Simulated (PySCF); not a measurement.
A structure optimised at r2SCAN-D4/def2-SVP, used in a PySCF frequency run:

```
C
H 1 1.1079
N 1 1.4786 2 105.77
H 3 1.0222 1 110.55 2 54.63
H 3 1.0228 4 105.26 1 -118.34
C 1 1.5267 2 108.68 3 123.90
H 6 1.1028 1 111.32 2 58.97
H 6 1.1032 7 106.64 1 -121.26
H 6 1.1049 7 107.73 8 -115.97
Si 1 1.9128 2 104.02 3 -112.24
O 10 1.6684 1 101.57 2 82.71
H 11 0.9807 10 105.63 1 10.57
N 10 1.7309 11 116.26 12 -110.06
H 13 1.0159 10 118.40 11 -90.47
H 13 1.0167 14 109.47 10 -142.80
H 10 1.4900 11 111.04 12 130.53
```
Charge 0, spin multiplicity 1.

**Question.** Write its SMILES and formula.

**Answer.** C[C@@H](N)[Si@H](N)O, C2H10N2OSi

**Question.** What are its rotational constants (standard atomic weights)?

**Answer.** 3.4728, 2.3281, 1.6706 GHz
